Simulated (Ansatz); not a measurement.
Diatomic Lu2, multiplicity 3 (lowest of 2S+1 = 1, 3 at PBE0/def2-TZVPP; our sources give no spin for the ground state, which may be another). No spin–orbit coupling.

Seven points along R, fitted to fifth degree in 1/R; most abundant isotopes. Runs in def2 and cc sets follow the lowest solution found near the PBE0 minimum.

The values were computed with Ansatz (a quantum-chemistry and plane-wave program) with Gaussian orbitals.  In def2 rows elements past Kr take small-core potentials, without spin–orbit coupling.

Energies at CAM-B3LYP/def2-TZVPP:

| R (Å) | E (hartree) |
|---|---|
| 2.855650 | -2472.21248084 |
| 2.932414 | -2472.21488569 |
| 3.003038 | -2472.21592004 |
| 3.082873 | -2472.21596018 |
| 3.162709 | -2472.21501988 |
| 3.254826 | -2472.21297188 |
| 3.362297 | -2472.20960013 |

**Question.** With a reduced mass of 87.4704 u, find the minimum, the force constant and the constants.

**Answer.** A fifth-degree polynomial in 1/R puts the minimum at r_e = 3.0452 Å with force constant 73.9 N/m. Then ω_e = (1/2πc)√(k/μ) = 120 cm⁻¹ and B_e = h/(8π²cμr_e²) = 0.02078 cm⁻¹; the cubic and quartic terms give α_e = 3.6e-5 and ω_e x_e = 0.16 cm⁻¹.
